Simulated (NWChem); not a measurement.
System: CH4FGa; SMILES [F][GaH][CH3]

NWChem input:

```
start job
memory heap 200 mb stack 900 mb global 1100 mb
geometry units angstroms
  Ga    -0.200134    -0.247342     0.031448
  H     -0.805933    -1.614454     0.457433
  F      1.386400    -0.113384     0.764683
  C     -0.753023     1.338211    -1.101903
  H     -1.647291     1.827623    -0.701551
  H     -0.949888     1.052086    -2.129971
  H      0.083424     2.040645    -1.074289
end
basis spherical
  * library def2-svp
end
dft
  xc pbe0
  iterations 150
end
driver
  maxiter 120
end
task dft optimize
task dft freq
```

NWChem printed, in part:

```
             Northwest Computational Chemistry Package (NWChem) 7.3.0
             --------------------------------------------------------

 C1  symmetry detected

                             Geometry "geometry" -> ""
                             -------------------------

 Output coordinates in angstroms (scale by  1.889725989 to convert to a.u.)

  No.       Tag          Charge          X              Y              Z
 ---- ---------------- ---------- -------------- -------------- --------------
    1 Ga                  31.0000    -0.34442923    -0.07582161    -0.00010073
    2 H                    1.0000    -1.81652069    -0.57621842    -0.00089500
    3 F                    9.0000     0.69938193    -1.48405692     0.00008624
    4 C                    6.0000     0.62354469     1.70383416    -0.00103570
    5 H                    1.0000     0.39537093     2.28731016     0.89730366
    6 H                    1.0000     0.37167444     2.30132630    -0.87115734
    7 H                    1.0000     1.69107592     1.47155925    -0.01669058

 Effective nuclear repulsion energy (a.u.)     187.9469763999

                                Z-matrix (autoz)
                                --------

 Units are Angstrom for bonds and degrees for angles

[...]

      ----------------------
      Optimization converged
      ----------------------

  Step       Energy      Delta E   Gmax     Grms     Xrms     Xmax
  ---- ---------------- -------- -------- -------- -------- --------
@    7   -2064.49171560 -4.7D-08  0.00003  0.00001  0.00013  0.00024
                                     ok       ok       ok       ok

                                Z-matrix (autoz)
                                --------

 Units are Angstrom for bonds and degrees for angles

[...]

 Rotational Constants
 --------------------
 A=   0.566826 cm-1  (  0.815518 K)
 B=   0.190704 cm-1  (  0.274375 K)
 C=   0.146639 cm-1  (  0.210976 K)

 Temperature                      =   298.15K
 frequency scaling parameter      =   1.0000

 Zero-Point correction to Energy  =   27.813 kcal/mol  (  0.044324 au)
 Thermal correction to Energy     =   30.559 kcal/mol  (  0.048699 au)
 Thermal correction to Enthalpy   =   31.152 kcal/mol  (  0.049643 au)

 Total Entropy                    =   68.991 cal/mol-K
   - Translational                =   39.816 cal/mol-K (mol. weight = 103.9554)
   - Rotational                   =   24.125 cal/mol-K (symmetry #  =        1)
   - Vibrational                  =    5.051 cal/mol-K

 Cv (constant volume heat capacity) =   14.058 cal/mol-K
   - Translational                  =    2.979 cal/mol-K
   - Rotational                     =    2.979 cal/mol-K
   - Vibrational                    =    8.099 cal/mol-K

[normal modes left out]

 ----------------------------------------------------------------------------
 Normal Eigenvalue ||           Projected Infra Red Intensities
  Mode   [cm**-1]  || [atomic units] [(debye/angs)**2] [(KM/mol)] [arbitrary]
 ------ ---------- || -------------- ----------------- ---------- -----------
    1      -22.468 ||    0.000036           0.001         0.035       0.013
    2        0.000 ||    0.000406           0.009         0.396       0.151
    3        0.000 ||    0.002949           0.068         2.875       1.093
    4        0.000 ||    0.000170           0.004         0.166       0.063
    5        0.000 ||    0.002096           0.048         2.043       0.777
    6        0.000 ||    0.000238           0.005         0.232       0.088
    7        0.000 ||    0.000586           0.014         0.571       0.217
    8      176.312 ||    0.011640           0.269        11.348       4.316
    9      426.907 ||    0.041280           0.952        40.242      15.305
   10      586.053 ||    0.007971           0.184         7.770       2.955
   11      608.803 ||    0.112190           2.588       109.368      41.596
   12      693.097 ||    0.056908           1.313        55.476      21.099
   13      716.628 ||    0.064249           1.482        62.633      23.821
   14      768.219 ||    0.066107           1.525        64.445      24.510
   15     1218.401 ||    0.012211           0.282        11.904       4.527
   16     1421.630 ||    0.003063           0.071         2.986       1.135
   17     1427.537 ||    0.004330           0.100         4.221       1.605
   18     2007.166 ||    0.176951           4.082       172.501      65.607
   19     3062.162 ||    0.000990           0.023         0.965       0.367
   20     3163.133 ||    0.001256           0.029         1.224       0.466
   21     3189.045 ||    0.000776           0.018         0.757       0.288
 ----------------------------------------------------------------------------

 ===============================================================================
      Negative Nuclear Hessian Mode    1  Eigenvalue =    -22.47 cm**(-1)
 -------------------------------------------------------------------------------
   Raw step length:  0.507 angstroms ;  The Raw step for this mode is:
    1 Ga                  31.0000    -0.00010553    -0.00000584    -0.00941764
    2 H                    1.0000     0.00003919    -0.00047145    -0.03696912
    3 F                    9.0000     0.00019094     0.00023051     0.02831695
    4 C                    6.0000     0.00010705    -0.00015456     0.00623414
    5 H                    1.0000     0.21410180    -0.14329977     0.16347714
    6 H                    1.0000    -0.20795195     0.13971703     0.17256224
    7 H                    1.0000    -0.00384556     0.00194840    -0.26302122

  Geometry after  100.0% step for mode  1; Step length =  0.507 angstroms
   Maximum component (any atom: x,y, or z) displacement:  0.497
    1 Ga                  31.0000    -0.30741804    -0.06758935    -0.00951984
    2 H                    1.0000    -1.82297224    -0.44879786    -0.03798337
    3 F                    9.0000     0.74819399    -1.48148432     0.02950057
    4 C                    6.0000     0.61920797     1.64951378     0.00722036
    5 H                    1.0000     0.56535351     2.08499929     1.06244228
    6 H                    1.0000     0.11630903     2.38619192    -0.70367920
    7 H                    1.0000     1.70395969     1.50306378    -0.27928776

  Geometry after -100.0% step for mode  1; Step length =  0.507 angstroms
   Maximum component (any atom: x,y, or z) displacement:  0.497
    1 Ga                  31.0000    -0.30720697    -0.06757767     0.00931545
    2 H                    1.0000    -1.82305061    -0.44785497     0.03595486
    3 F                    9.0000     0.74781212    -1.48194535    -0.02713332
    4 C                    6.0000     0.61899386     1.64982291    -0.00524792
    5 H                    1.0000     0.13714991     2.37159883     0.73548800
    6 H                    1.0000     0.53221293     2.10675787    -1.04880369
    7 H                    1.0000     1.71165081     1.49916698     0.24675467

  Geometry after   50.0% step for mode  1; Step length =  0.254 angstroms
   Maximum component (any atom: x,y, or z) displacement:  0.249
    1 Ga                  31.0000    -0.30736527    -0.06758643    -0.00481102
    2 H                    1.0000    -1.82299183    -0.44856214    -0.01949881
    3 F                    9.0000     0.74809852    -1.48159958     0.01534210
    4 C                    6.0000     0.61915445     1.64959107     0.00410329
    5 H                    1.0000     0.45830261     2.15664917     0.98070371
    6 H                    1.0000     0.22028500     2.31633341    -0.78996033
    7 H                    1.0000     1.70588247     1.50208958    -0.14777716

  Geometry after  -50.0% step for mode  1; Step length =  0.254 angstroms
   Maximum component (any atom: x,y, or z) displacement:  0.249
    1 Ga                  31.0000    -0.30725974    -0.06758059     0.00460663
    2 H                    1.0000    -1.82303102    -0.44809069     0.01747030
    3 F                    9.0000     0.74790759    -1.48183009    -0.01297485
    4 C                    6.0000     0.61904739     1.64974563    -0.00213085
    5 H                    1.0000     0.24420081     2.29994895     0.81722657
    6 H                    1.0000     0.42823695     2.17661638    -0.96252257
    7 H                    1.0000     1.70972803     1.50014118     0.11524406

  Geometry after   40.2% step for mode  1; Step length =  0.204 angstroms
   Maximum component (any atom: x,y, or z) displacement:  0.200
    1 Ga                  31.0000    -0.30735497    -0.06758586    -0.00389170
    2 H                    1.0000    -1.82299565    -0.44851612    -0.01589002
    3 F                    9.0000     0.74807989    -1.48162208     0.01257790
    4 C                    6.0000     0.61914400     1.64960615     0.00349474
    5 H                    1.0000     0.43740279     2.17063757     0.96474568
    6 H                    1.0000     0.24058450     2.30269475    -0.80680521
    7 H                    1.0000     1.70625786     1.50189938    -0.12210200

  Geometry after  -40.2% step for mode  1; Step length =  0.204 angstroms
   Maximum component (any atom: x,y, or z) displacement:  0.200
    1 Ga                  31.0000    -0.30727004    -0.06758116     0.00368731
    2 H                    1.0000    -1.82302719    -0.44813671     0.01386151
    3 F                    9.0000     0.74792622    -1.48180759    -0.01021065
    4 C                    6.0000     0.61905784     1.64973054    -0.00152229
    5 H                    1.0000     0.26510064     2.28596055     0.83318461
    6 H                    1.0000     0.40793745     2.19025504    -0.94567768
    7 H                    1.0000     1.70935264     1.50033138     0.08956890

  Geometry after   20.1% step for mode  1; Step length =  0.102 angstroms
   Maximum component (any atom: x,y, or z) displacement:  0.100
    1 Ga                  31.0000    -0.30733374    -0.06758469    -0.00199695
    2 H                    1.0000    -1.82300354    -0.44842127    -0.00845214
    3 F                    9.0000     0.74804147    -1.48166846     0.00688076
    4 C                    6.0000     0.61912246     1.64963725     0.00224048
    5 H                    1.0000     0.39432725     2.19946831     0.93185541
    6 H                    1.0000     0.28242274     2.27458482    -0.84152333
    7 H                    1.0000     1.70703156     1.50150738    -0.06918427

  Geometry after  -20.1% step for mode  1; Step length =  0.102 angstroms
   Maximum component (any atom: x,y, or z) displacement:  0.100
    1 Ga                  31.0000    -0.30729127    -0.06758234     0.00179256
    2 H                    1.0000    -1.82301931    -0.44823156     0.00642363
    3 F                    9.0000     0.74796464    -1.48176121    -0.00451352
    4 C                    6.0000     0.61907938     1.64969945    -0.00026804
    5 H                    1.0000     0.30817617     2.25712981     0.86607488
    6 H                    1.0000     0.36609921     2.21836497    -0.91095956
    7 H                    1.0000     1.70857895     1.50072338     0.03665118
```

Level: PBE0/def2-SVP.
